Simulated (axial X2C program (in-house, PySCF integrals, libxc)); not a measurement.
Correcting the dissociation energy of Te₂⁺ for spin–orbit coupling

A spin-free PBE0 curve (one-electron X2C) was computed with an in-house all-electron X2C program for linear molecules (integrals from PySCF), basis Te dyall-cv3z [11s12p8d4f1g] (cores contracted in-house), for the state M_S = 1/2, Λ = 1 (beyond evenly filled blocks: π+α). It gives D0 = 3.374 eV to Te+ + Te, which in a spin-free picture are the weighted means of the ground terms.

Measured levels of the ground terms (NIST Handbook of Basic Atomic Spectroscopic Data), in cm⁻¹: Te+ 4S: J = 3/2 at 0; Te 3P: J = 2 at 0, J = 0 at 4706.5, J = 1 at 4750.7.

The two components of the molecular doublet are 4366 cm⁻¹ apart in the PBE0 2c search (Ω = 1/2 lower), so the lower one lies 2183 cm⁻¹ under their mean.

(1) How far does each ground level lie under the (2J+1)-weighted mean of its term?

(2) Correct D0.

Second-order spin–orbit effects in the molecule, which grow quickly with Z, are left out. The state is a single determinant with fixed occupations, the lowest that a limited PBE0 search found. De is counted from the lowest determinant-based energies of the atoms at the same level, without counterpoise correction. The functionals have no current-density term, which raises determinants with orbital currents, atoms included.

## Answers

(1) Te+: a single level, 0; Te: (5 × 0 + 1 × 4706.5 + 3 × 4750.7)/9 = 2107 cm⁻¹.

(2) D0 = 3.374 + (2183 − 2107)/8065.5 = 3.383 eV at PBE0 with these spin–orbit terms.
